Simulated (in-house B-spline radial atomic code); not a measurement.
Configurations of the niobium ion Nb⁷⁺, with energies counted from [Ar] 3d10 4s2 4p4. Level of theory: scalar-relativistic (X2C) PW91, spin-polarised, spherical fractional occupations, Fermi nucleus of rms radius 4.324 fm; calculated with an all-electron radial atomic-structure program (B-spline basis). Shells without spins written out take the highest spin.

Occupations are held fixed; configurations that lie above the ionisation limit could autoionise.

```csv
configuration,E - E(ref) (eV),highest orbital,its <r> (bohr)
"[Ar] 3d10 4s(0 up, 1 down) 4p(1 up, 3 down) 4d(0 up, 1 down)",61.965,4d down,1.349
[Ar] 3d10 4s2 4p3 5p1,68.435,5p up,2.332
[Ar] 3d10 4s1 4p4 5s1,85.794,5s up,2.145
[Ar] 3d10 4s1 4p4 5p1,95.249,5p up,2.327
[Ar] 3d10 4s2 4p3 5f1,96.683,5f up,3.324
[Ar] 3d9 4s2 4p4 4f1,259.07,4f up,1.673
[Ne] 3s2 3p5 3d10 4s2 4p4 4f1,408.65,4f up,1.672
```

(1) Order these further configurations by energy, lowest first.
A. [Ne] 3s2 3p5 3d10 4s2 4p5
B. [Ar] 3d10 4s2 4p(2 up, 2 down)
C. [Ar] 3d(4 up, 5 down) 4s2 4p(3 up, 1 down) 5f(0 up, 1 down)
D. [Ar] 3d(5 up, 4 down) 4s2 4p(3 up, 1 down) 5s(0 up, 1 down)
E. [Ar] 3d10 4s1 4p4 5d1

(2) How far above the reference does [Ar] 3d10 4s2 4p3 5s1 lie?

(3) How far above the reference does [Ar] 3d10 4s2 4p(1 up, 2 down) 4d(0 up, 1 down) lie?

Results:

(1) B (1.4998 eV), E (109.62 eV), D (246.57 eV), C (284.9 eV), A (331.96 eV).

(2) 59.004 eV; its least bound orbital is 5s up with <r> = 2.149 bohr.

(3) 39.949 eV; its least bound orbital is 4d down with <r> = 1.361 bohr.
